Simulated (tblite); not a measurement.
C4H11NO2Si.
SMILES with atom numbers: `[CH3:1][C@@H:2]([OH:3])/[C:4]([CH2:5][OH:6])=[N:7]/[SiH3:8]` (hydrogens: H9, H10, H11 on C1; H12 on C2; H13 on O3; H14, H15 on C5; H16 on O6; H17, H18, H19 on Si8)

Computed geometry: GFN2-xTB, gas phase.

(1) Give the optimised bond lengths and angles.

Answers

(1) 
```tsv
bond	length (Å)
C1–C2	1.540
C2–O3	1.399
C2–C4	1.511
C4–C5	1.518
C5–O6	1.406
C4=N7	1.255
N7–Si8	1.716
C1–H9, C1–H10, C1–H11	1.087
C2–H12	1.098
O3–H13	0.970
C5–H14	1.091
C5–H15	1.101
O6–H16	0.965
Si8–H17	1.473
Si8–H18, Si8–H19	1.460
```

Bonds in one row agree within 0.01 Å and their mean is given. A selection of angles:
```tsv
angle	degrees
C1–C2–O3	111.5
C1–C2–C4	107.6
O3–C2–C4	111.5
C2–C4–C5	117.4
C2–C4–N7	118.3
C5–C4–N7	124.1
C4–C5–O6	111.6
C4–N7–Si8	137.3
H13–O3–C2	106.6
H16–O6–C5	108.8
```

Torsions: C1–C2–C4–C5 71° (synclinal); C2–C4–C5–O6 -108° (anticlinal); C2–C4–N7–Si8 178° (antiperiplanar); H13–O3–C2–C1 94° (anticlinal); H16–O6–C5–C4 -56° (synclinal).

H13 on O3 lies 2.11 Å from N7, 4 bonds away (angle at H 114°; Bondi radii sum to 2.75 Å). The C–C distances run from 1.511 Å (C2–C4, drawn single) to 1.540 Å (C1–C2, drawn single), a spread of 0.029 Å. Si8 (SiH3 silicon) is distorted tetrahedral (angles from 102.7° to 117.8°). Of the pairs four or more bonds apart, those above aside, Si8···H16 is among the closest relative to their van der Waals radii: 2.87 Å, 87 % of the sum of Bondi's values.

Point group: C1 (no symmetry element, even within 0.4 Å). Its GFN2-xTB frequencies are all real (lowest 43 cm⁻¹). One conformer, not necessarily the lowest (C1–C2–O3–H 94°, C1–C2–C4–C5 71°, C2–C4–C5–O6 -108°, C4–C5–O6–H -56°).
